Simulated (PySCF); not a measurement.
**Vertical excitation energies**

Species: C4H7ClO2Si.
SMILES: `O=COC/C=C\[SiH2]Cl`

Level of theory: TDDFT CAM-B3LYP/def2-SVPD, vertical, gas phase, core orbitals frozen in the response (PySCF 2.14.0, density-fitted response routines). One conformer (not necessarily the lowest) at the GFN2-xTB geometry, without solvent, vibrations or thermal averaging. Torsions of this conformer, `[O:1]=[CH:2][O:3][CH2:4]/[CH:5]=[CH:6]\[SiH2:7][Cl:8]`: O1–C2–O3–C4 -1°, C2–O3–C4–C5 -76°, O3–C4–C5–C6 107°, C5–C6–Si7–Cl8 -125°.

Task: What does the calculation give for the low-lying excited states?

Result: 

| state | E (eV) | λ (nm) | ν̃ (cm⁻¹) | f | main configurations (H = HOMO, L = LUMO) |
| --- | --- | --- | --- | --- | --- |
| S1 | 5.92 | 209.5 | 47730 | 0.0015 | H-3→L+1 (30%), H→L+1 (30%), H-1→L+1 (16%) |
| S2 | 6.44 | 192.5 | 51940 | 0.0027 | H-2→L (52%), H-1→L (29%) |
| S3 | 6.78 | 182.8 | 54700 | 0.277 | H→L (89%) |
| S4 | 7.13 | 174.0 | 57480 | 0.0088 | H-1→L (56%), H-2→L (29%) |
| S5 | 7.49 | 165.5 | 60410 | 0.049 | H-3→L (58%), H-4→L (20%) |
| S6 | 7.60 | 163.2 | 61280 | 0.015 | H→L+2 (36%), H→L+1 (28%), H→L+4 (10%) |
| S7 | 7.74 | 160.2 | 62430 | 0.029 | H-4→L (50%), H-3→L (19%) |
| S8 | 7.77 | 159.5 | 62710 | 0.0013 | H→L+2 (32%), H→L+1 (31%), H-3→L+1 (13%) |

Triplets, Tamm–Dancoff:

```json
{"state": "T1", "E (eV)": "4.21", "λ (nm)": "294.3", "main configurations (H = HOMO, L = LUMO)": "H→L (76%)"}
{"state": "T2", "E (eV)": "5.38", "λ (nm)": "230.6", "main configurations (H = HOMO, L = LUMO)": "H-3→L+1 (32%), H→L+1 (27%), H-1→L+1 (16%)"}
{"state": "T3", "E (eV)": "5.94", "λ (nm)": "208.6", "main configurations (H = HOMO, L = LUMO)": "H-2→L (50%), H-1→L (28%), H-5→L (11%)"}
```

The lowest singlet comes at 210 nm (571 kJ/mol) in the ultraviolet; it is very weak; its leading configuration is HOMO-3→LUMO+1 (30%). The strongest level in the table is S3 at 6.78 eV (183 nm, f = 0.277). Löwdin shares by element: HOMO carbon 59% or more, oxygen 14% or more, chlorine 5% (atoms not listed hold the other 22%); LUMO carbon 54% or more, silicon 11%, chlorine 7% (atoms not listed hold the other 27%). The listed states span 1.86 eV, and the widest gap between neighbours is 0.52 eV (S1 to S2). Of the 8 states listed, 4 reach f = 0.01 and none stays under 0.0005. The oscillator strengths of these states sum to 0.384; summed over the whole spectrum of an exact calculation they would give the number of electrons, 78 (Thomas–Reiche–Kuhn). Only the lowest 8 singlets were computed, as vertical energies without vibronic structure.

On one thread, Intel Xeon at 2.70 GHz (x86_64), no GPU, shared host, this took 96 s wall and 1.1 GiB of memory at its peak.
